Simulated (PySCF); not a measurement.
water (H2O), SMILES O. Heavy atoms are numbered as in [OH2:1]. Hydrogens are named by the atom that carries them.

Geometry optimised at B3LYP-D3(BJ)/def2-TZVP.

The numbers are results of B3LYP/pcSseg-1 (PySCF), not measurements.

GIAO shieldings, no solvent; atoms alike by connectivity are averaged. δ = σ(ref) − σ: ¹H against TMS (σ = 31.68 ppm), references at their B3LYP-D3(BJ)/def2-TZVP geometries, non-relativistic.

```json
[
 {"nucleus": "¹H", "atoms": "H on O1", "count": "2", "δ (ppm)": "0.73"}
]
```
